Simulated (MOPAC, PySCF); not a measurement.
C4H6SSi, SMILES `[SiH3]c1ccsc1`, neutral singlet in the gas phase. 

Cartesian coordinates (Å):
```xyz
12

Si     1.9471    -0.1353    -0.0155
C      0.1048     0.0954     0.0646
C     -0.8741    -0.7524    -0.5339
C     -2.1521    -0.3385    -0.3105
S     -2.1910     1.0853     0.6286
C     -0.4904     1.1363     0.7288
H      2.3467    -1.4408     0.5750
H      2.4276    -0.1072    -1.4229
H      2.5979     0.9638     0.7441
H     -0.6360    -1.6380    -1.1096
H     -3.0705    -0.7945    -0.6476
H     -0.0085     1.9341     1.2748
```
Charge 0, spin multiplicity 1.

All levels are single points at this geometry (PBE0-D3(BJ)/def2-TZVP); Pople sets use spherical d functions. Orbital energies aren't observables, and empty levels follow the basis.

HF/6-31G* in PySCF gives dipole (D) = 0.46.

**Question.** Estimate the dipole (D) from each of these levels: PBE-D3(BJ)/def2-TZVP in PySCF; PBE0-D3(BJ)/def2-TZVP in PySCF; ωB97X-D3(BJ)/def2-TZVP in PySCF; BP86/6-31G* in PySCF; PM3 in MOPAC.

**Answer.** 
```csv
level,dipole (D)
PBE-D3(BJ)/def2-TZVP in PySCF,0.64
PBE0-D3(BJ)/def2-TZVP in PySCF,0.58
ωB97X-D3(BJ)/def2-TZVP in PySCF,0.55
BP86/6-31G* in PySCF,0.58
PM3 in MOPAC,0.72
```
